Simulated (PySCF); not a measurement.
Molecule: `C#C[C@@]1(F)C[C@H]1F`, C₅H₄F₂.

Geometry (Å), atoms numbered from 1 in this order:
```xyz
11

C     2.433    0.545    0.251
C     1.362    0.165   -0.126
C     0.088   -0.277   -0.599
F     0.138   -0.889   -1.827
C    -0.961   -0.795    0.355
C    -1.168    0.515   -0.338
F    -1.081    1.655    0.393
H     3.367    0.876    0.594
H    -0.715   -0.772    1.405
H    -1.558   -1.635    0.037
H    -1.900    0.615   -1.130
```

Frames of a GFN2-xTB Langevin trajectory at 300 K; GIAO PBE0/pcSseg-1 shieldings in PySCF 2.14.0 with density-fitted response routines, gas phase, non-relativistic; equivalent atoms averaged within each frame.

Chemical shifts δ = σref − σ; ¹³C (186.93 ppm), ¹H (31.72 ppm) vs TMS; ¹⁹F (170.95 ppm) against CFCl3, all at this level. The references are static minima.

Question: How do the shifts (ppm) fluctuate along the trajectory?

Answer: 
```csv
time (fs),C1,C6,C2,C3,C5,F4,F7,H11,H8,H9
optimised geometry,88.5,79.0,81.2,72.5,25.6,-205.4,-234.4,4.94,2.39,1.42
250,97.6,83.4,81.9,71.8,26.9,-179.8,-233.7,5.58,2.69,1.80
425,88.3,85.4,82.9,69.6,24.7,-218.6,-216.1,6.14,2.63,1.95
625,93.4,79.4,85.7,73.6,25.2,-184.8,-236.7,5.06,3.71,2.39
800,87.6,75.5,84.0,77.9,24.8,-192.3,-229.9,4.69,2.26,0.05
1000,94.9,82.1,78.6,73.6,24.6,-178.5,-219.1,4.74,3.22,1.00
mean of frames,92.4,81.2,82.6,73.3,25.2,-190.8,-227.1,5.24,2.90,1.44
standard deviation,4.3,3.8,2.7,3.0,0.9,16.5,9.1,0.62,0.57,0.93
```

5 frames give an uncertainty of the mean of about the standard deviation over 2.2 at best, since frames this close in time may not be independent; classical motion lacks zero-point vibration, and the reference would need the same averaging.
